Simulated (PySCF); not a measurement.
Isomers of C5H13F2NSi2, one GFN2-xTB conformer each. Single-point energies are computed at PBE0/pcSseg-1 (PySCF, gas phase, no added dispersion term), electronic only.

```csv
SMILES,GFN2-xTB relative energy (kJ/mol)
CN(C)[Si@@]1(F)C[C@@H](F)C[SiH2]1,0.0
C[Si@@H]1CC[C@@H](C(F)F)[Si@H]1N,182.9
```

Conformers: `[CH3:1][N:2]([CH3:3])[Si@@:4]1([F:5])[CH2:6][C@@H:7]([F:8])[CH2:9][SiH2:10]1` with C1–N2–Si4–F5 37°, N2–Si4–C6–C7 112°, Si4–C6–C7–F8 -71°, C6–C7–C9–Si10 -53°, C7–C9–Si10–Si4 29°; `[CH3:1][Si@@H:2]1[CH2:3][CH2:4][C@@H:5]([CH:6]([F:7])[F:8])[Si@H:9]1[NH2:10]` with C4–C5–C6–F7 172°, C5–Si9–N10–H -63° and 162°, C1–Si2–C3–C4 -148°, Si2–C3–C4–C5 53°, C3–C4–C5–C6 -176°, C4–C5–Si9–N10 -86°.

**Question.** What does PBE0/pcSseg-1 give for the same structures?

**Answer.** 
| SMILES | PBE0/pcSseg-1 E (Eh) | PBE0/pcSseg-1 (kJ/mol) | GFN2-xTB (kJ/mol) | point group |
| --- | --- | --- | --- | --- |
| CN(C)[Si@@]1(F)C[C@@H](F)C[SiH2]1 | -1031.06509 | 0.0 | 0.0 | C1 |
| C[Si@@H]1CC[C@@H](C(F)F)[Si@H]1N | -1031.03274 | 84.9 | 182.9 | C1 |

Both levels put the same isomer lowest. As drawn, the lower has an Si–F bond, which the higher lacks; the higher has an N–H bond and two fluorines on one carbon, which the lower lacks.

**Question.** Which frontier levels, dipoles and rotational constants go with these structures?

**Answer.** 
```
                           SMILES  HOMO (eV, PBE0/pcSseg-1)  LUMO (eV)  dipole (D)       A, B, C (MHz)
CN(C)[Si@@]1(F)C[C@@H](F)C[SiH2]1                     -6.32      -0.21        0.52  1364, 757.8, 650.4
 C[Si@@H]1CC[C@@H](C(F)F)[Si@H]1N                     -7.40      -0.12        2.63  1636, 603.9, 499.7
```
